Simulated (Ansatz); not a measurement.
Ansatz (a first-principles code) input (PBE/6-311+G**): The .json file is the Basis Set Exchange's 6-311+G**.

Ansatz 0.2 input:
```yaml
crystal:
  periodic: [false, false, false]
  atoms:
    - {symbol: C, position_ang: [-1.62763951, 0.78748399, 1.15358737]}
    - {symbol: C, position_ang: [-1.10086400, 0.02850108, -0.01563071]}
    - {symbol: C, position_ang: [-1.66172644, -1.32354734, -0.29494563]}
    - {symbol: C, position_ang: [0.20059786, 0.42855176, -0.62927387]}
    - {symbol: C, position_ang: [1.41393602, -0.11232585, 0.13042620]}
    - {symbol: O, position_ang: [2.58960968, 0.33083446, -0.54308308]}
    - {symbol: H, position_ang: [-2.72024443, 0.74976401, 1.19760540]}
    - {symbol: H, position_ang: [-1.32159994, 1.83546252, 1.12744182]}
    - {symbol: H, position_ang: [-1.27062553, 0.37491387, 2.11145136]}
    - {symbol: H, position_ang: [-2.75377907, -1.32706375, -0.22745803]}
    - {symbol: H, position_ang: [-1.37840719, -1.68265710, -1.28659737]}
    - {symbol: H, position_ang: [-1.31021056, -2.07661928, 0.42927516]}
    - {symbol: H, position_ang: [0.26887753, 0.06523965, -1.65905632]}
    - {symbol: H, position_ang: [0.29234070, 1.51833297, -0.66198271]}
    - {symbol: H, position_ang: [1.39656087, 0.25491982, 1.16384785]}
    - {symbol: H, position_ang: [1.37293849, -1.20803369, 0.16000844]}
    - {symbol: H, position_ang: [3.36144812, -0.00291660, -0.07485119]}
basis:
  gaussian:
    orbitals: 6-311+G__.json
hamiltonian:
  xc: {name: PBE}
magnetization: {spin_polarized: true, initial_magnetization: 1}
output: {forces: true}
```

Output:

```
Functional definition: PBE
integrals: 0.15 GiB planned
1574 factors; their error is unknown
mean field: 1.10 GiB planned
mean field evaluation 1: about -7379.5539 eV, gradient 7.0e1 eV
mean field evaluation 2: about -7304.9707 eV, gradient 1.3e2 eV
mean field evaluation 4: about -7401.9176 eV, gradient 1.1e1 eV
mean field evaluation 8: about -7402.5056 eV, gradient 3.4e-1 eV
mean field evaluation 16: about -7402.4549 eV, gradient 4.8e-4 eV
mean field -7402.45489191 eV, -272.0351997135 hartree, gradient 7.0e-5 eV, S^2 0.753331; 0 other end points of the search recorded, 0 dependent functions left out
the calculation of the forces begins
reference -7402.45497864 eV, -272.0352029007 hartree; 25, 24 occupied and 173, 174 virtual orbitals, 1574 factors
Total energy: -7402.45497864 eV, -272.0352029007 hartree
Atom 0 at    -1.627640     0.787484     1.153587 Å, force     0.065051    -0.085664    -0.167154 eV/Å
Atom 1 at    -1.100864     0.028501    -0.015631 Å, force    -0.041970     0.018051    -0.025320 eV/Å
Atom 2 at    -1.661726    -1.323547    -0.294946 Å, force     0.069427     0.185305     0.018778 eV/Å
Atom 3 at     0.200598     0.428552    -0.629274 Å, force    -0.061527    -0.099213     0.146037 eV/Å
Atom 4 at     1.413936    -0.112326     0.130426 Å, force     0.022243     0.044320    -0.065113 eV/Å
Atom 5 at     2.589610     0.330834    -0.543083 Å, force    -0.033132     0.268601    -0.390668 eV/Å
Atom 6 at    -2.720244     0.749764     1.197605 Å, force    -0.322769    -0.008143     0.029211 eV/Å
Atom 7 at    -1.321600     1.835463     1.127442 Å, force     0.085095     0.314259     0.004991 eV/Å
Atom 8 at    -1.270626     0.374914     2.111451 Å, force     0.086266    -0.106118     0.297543 eV/Å
Atom 9 at    -2.753779    -1.327064    -0.227458 Å, force    -0.322916    -0.017237     0.022971 eV/Å
Atom 10 at    -1.378407    -1.682657    -1.286597 Å, force     0.078091    -0.119511    -0.292649 eV/Å
Atom 11 at    -1.310211    -2.076619     0.429275 Å, force     0.084083    -0.241311     0.204777 eV/Å
Atom 12 at     0.268878     0.065240    -1.659056 Å, force     0.027841    -0.110058    -0.321266 eV/Å
Atom 13 at     0.292341     1.518333    -0.661983 Å, force     0.035087     0.338659    -0.013368 eV/Å
Atom 14 at     1.396561     0.254920     1.163848 Å, force    -0.025116     0.117087     0.332397 eV/Å
Atom 15 at     1.372938    -1.208034     0.160008 Å, force    -0.032684    -0.351630     0.010776 eV/Å
Atom 16 at     3.361448    -0.002917    -0.074851 Å, force     0.286929    -0.147396     0.208057 eV/Å
Dipole moment:     0.004606    -0.214507     0.312505 e Å
```

The geometry given is a B3LYP-D3(BJ)/def2-TZVP minimum.
